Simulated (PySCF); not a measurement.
Isomers of C5H8O3S, one conformer each; single-point electronic energies without zero-point terms and without any empirical dispersion term.

All values: B3LYP/def2-SVPD (PySCF, non-relativistic), each on one gas-phase PBE0-D3(BJ)/def2-SVP geometry that isn't relaxed in the solvent. The solvent is an IEF-PCM continuum (Bondi radii, 1.10 Å for H, scaled by 1.2). Specific hydrogen bonds and non-electrostatic terms are outside this model.

| isomer | relative energy, gas (kcal/mol) | dipole (D) |
| --- | --- | --- |
| `C=C1CC[C@H]1S(=O)(=O)O` | 0.0 | 3.81 |
| `C=CS(=O)(=O)OC1CC1` | 15.3 | 4.98 |

How do the relative energies look in cyclohexane (ε = 2.017)?

```
                  isomer  relative energy, solvent (kcal/mol)  E(solvent) − E(gas) (kcal/mol)  dipole in solvent (D)
`C=C1CC[C@H]1S(=O)(=O)O`                                  0.0                            -4.1                   4.26
    `C=CS(=O)(=O)OC1CC1`                                 15.7                            -3.6                   5.58
```

The order is unchanged. Conformers: `[CH2:1]=[C:2]1[CH2:3][CH2:4][C@H:5]1[S:6](=[O:7])(=[O:8])[OH:9]` with C4–C5–S6–O7 174°, C5–S6–O9–H -109°; `[CH2:1]=[CH:2][S:3](=[O:4])(=[O:5])[O:6][CH:7]1[CH2:8][CH2:9]1` with C1–C2–S3–O4 133°, C2–S3–O6–C7 86°, S3–O6–C7–C8 -92°. `C=C1CC[C@H]1S(=O)(=O)O` gains most from the continuum, while `C=CS(=O)(=O)OC1CC1` has the largest gas-phase dipole. The gains span 0.5 kcal/mol, the gas-phase energies 15.3 kcal/mol.
